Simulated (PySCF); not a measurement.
Molecule: TMS-CH2F (C[Si](C)(C)CF, C4H11FSi).

Bonds (- single, = double, # triple, : aromatic): C1-Si2, Si2-C3, Si2-C4, Si2-C5, C5-F6. C1 carries H7, H8, H9; C3 carries H10, H11, H12; C4 carries H13, H14, H15; C5 carries H16, H17.

Geometry PBE0-D3(BJ)/def2-SVP throughout; GIAO in PySCF 2.14, gas phase, one conformer, non-relativistic; equivalent atoms averaged; basis pcSseg-1.

Q: How do the absolute shieldings σ depend on the functional? (ppm; last column core-seconds on shared hosts with different chips, so compare them loosely; the GGAs took longer than the global hybrids here, which isn't the general rule, and the cause wasn't traced)

A: 
```
functional                    kind     C5  C1/C3/C4    Si2     F6  H16/H17  H7/H8/H9/H10/H11/H12/H13/H14/H15  core-s
        HF            Hartree–Fock  119.5     194.3  393.9  505.0    27.66                             31.59     6.3
       LDA                     LDA   94.3     185.5  320.7  474.5    26.22                             30.77      16
       PBE                     GGA   97.3     184.2  337.3  464.1    26.74                             31.14      22
      BLYP                     GGA   91.4     179.5  326.1  461.3    26.92                             31.31      20
      BP86                     GGA   97.1     183.8  336.4  465.0    26.81                             31.21      26
      OPBE                     GGA  106.8     188.7  362.9  460.7    26.86                             31.17      21
       KT2                     GGA  103.4     187.3  364.1  461.9    26.75                             31.12      23
       KT3                     GGA  104.0     186.0  368.5  456.4    26.99                             31.26      24
     B97-D                     GGA   98.3     183.0  349.4  462.6    27.01                             31.35      24
     B3LYP           global hybrid   98.0     183.3  339.7  473.6    27.07                             31.32      16
      PBE0           global hybrid  105.0     188.3  353.6  477.9    26.97                             31.20      18
  mPW1PW91           global hybrid  104.2     187.4  352.4  477.3    27.04                             31.25      16
      WP04           global hybrid   91.0     175.6  340.5  460.9    27.44                             31.47      17
     B97-2           global hybrid  105.3     187.4  359.1  474.0    27.10                             31.30      17
 BHandHLYP           global hybrid  106.4     187.8  359.5  488.0    27.26                             31.36      17
 CAM-B3LYP  range-separated hybrid  101.5     186.5  344.7  482.9    27.02                             31.26      24
   wB97X-D  range-separated hybrid  105.5     188.3  354.1  480.8    27.11                             31.31      23
   LC-wPBE  range-separated hybrid  109.3     192.2  359.1  487.9    27.06                             31.25      30
```

Q: Which nucleus moves most, in ppm?

A: Si2 (silicon bonded to 4 C): from 320.7 ppm with LDA to 393.9 ppm with HF. The smallest spread is 0.82 ppm, at H7/H8/H9/H10/H11/H12/H13/H14/H15. Proton shifts span only some 12 ppm, so a few tenths of a ppm matter as much there as several ppm in carbon.
